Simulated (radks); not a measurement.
Question: All-electron atom: Mo XL in 1s1 2s1 3d1 (not the ground configuration). Calculated with a radial shooting solver on a logarithmic mesh with Libxc functionals: scalar-relativistic Kohn-Sham, r2SCAN, spin-polarised, spherical densities, finite nucleus; open shells are filled with parallel spins first (spin-orbit coupling, left out, can overturn this in heavy ions); meta-GGA in the generalised Kohn-Sham scheme; Fermi nuclear charge, rms radius 4.4091 fm. Some entries of the table are withheld. Estimate them.

orbital  occ.  eigenvalue (hartree)  <r> (bohr)  <1/r> (bohr^-1)
1s up       1             -881.7081     0.03460            44.11
2s up       1             -213.1237      0.1406            10.80
2p up       0             -207.0887      0.1198            10.51
3s up       0                   (1)      0.3230            4.669
3d up       1             -88.32150      0.2584              (2)
4d up       0             -49.03565      0.5214            2.524
4f up       0             -48.62872         (3)            2.504

Answer: 
(1) 3s up eigenvalue (hartree): -91.50453
(2) 3d up <1/r> (bohr^-1): 4.527
(3) 4f up <r> (bohr): 0.4498
